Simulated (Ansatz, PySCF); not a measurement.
Process, species as SMILES: [O][SiH2]O -> [O-][SiH2]O (an electron is taken up)
Structures are relaxed separately at B3LYP-D3(BJ)/def2-TZVP in Ansatz (a first-principles code), one conformer each, not searched for the lowest. Frequencies are from Ansatz or PySCF.

Property: adiabatic electron affinity (0 K, with B3LYP-D3(BJ) harmonic zero-point energies), positive where the reaction releases energy, in eV. Correlated levels leave the core frozen unless marked. Open shells are spin-unrestricted. Spin-orbit coupling is left out. No relativistic terms. Anions need diffuse functions: aug- sets have them; def2-D sets add few; the other sets have none. CBS marks a two-point X^-3 extrapolation of the correlation energy; Hartree-Fock from the larger set. [CCSD(T)-MP2]/basis is that difference in the basis named.

| level | program | adiabatic electron affinity (eV) |
|---|---|---|
| PBE-D3(BJ)/def2-TZVPD | Ansatz + dftd3 | (withheld) |
| revPBE-D3(BJ)/def2-TZVPD | Ansatz + dftd3 | 3.17 |
| revPBE-D4/def2-TZVPD | Ansatz + dftd4 | 3.27 |
| B3LYP-D3(BJ)/def2-TZVPD | Ansatz + dftd3 | 3.26 |
| B2PLYP-D3(BJ)/def2-TZVPD | Ansatz + dftd3 | 3.32 |
| B2PLYP-D4/def2-TZVPD | Ansatz + dftd4 | 3.34 |
| SCS-MP2/STO-3G | Ansatz | -5.03 |
| SCS-MP2/aug-cc-pV(D+d)Z | Ansatz | 3.41 |
| RI-MP2/CBS(aug-cc-pV(T+d)Z,aug-cc-pV(Q+d)Z)+[CCSD(T)-MP2]/aug-cc-pV(T+d)Z | Ansatz | (withheld) |

Task: Some entries are withheld; supply them.

Result: 
- PBE-D3(BJ)/def2-TZVPD, adiabatic electron affinity (eV): 3.25
- RI-MP2/CBS(aug-cc-pV(T+d)Z,aug-cc-pV(Q+d)Z)+[CCSD(T)-MP2]/aug-cc-pV(T+d)Z, adiabatic electron affinity (eV): 3.46
